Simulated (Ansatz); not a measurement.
Molecule: C2H10GeN (charge +1, singlet). It need not be the lowest isomer of its formula. SMILES: C[NH+](C)[GeH3]
Coordinates optimised at B3LYP-D3(BJ)/def2-TZVP (Ansatz, a program for electronic structure):
```xyz
14

C     -1.4889    -1.3720     0.0182
N     -0.2447    -0.7695     0.5924
C      0.9064    -1.7254     0.5488
Ge     0.2067     0.9751    -0.2838
H     -1.3197    -1.5899    -1.0341
H     -1.7224    -2.2946     0.5467
H     -2.3137    -0.6708     0.1216
H     -0.4310    -0.5592     1.5733
H      1.7725    -1.2736     1.0267
H      0.6362    -2.6426     1.0691
H      1.1349    -1.9520    -0.4904
H      0.4594     0.5317    -1.7197
H      1.4362     1.4248     0.4967
H     -1.0591     1.7929    -0.0560
```
Charge +1, spin multiplicity 1.

Parts of the frozen-core correlation energy in cc-pVDZ (Ansatz, hartree). Frozen orbitals: 17; correlated occupied orbitals by spin: 13 and 13; virtual: 89 and 89. Spin-orbit coupling is left out. No relativistic terms.

```tsv
term	value
reference (HF)	-2211.12923
MP2 opposite-spin	-0.44363
MP2 same-spin	-0.11877
CCSD correlation	-0.62634
(T)	-0.01672
T1 diagnostic	0.008
largest doubles amplitude	0.029
```
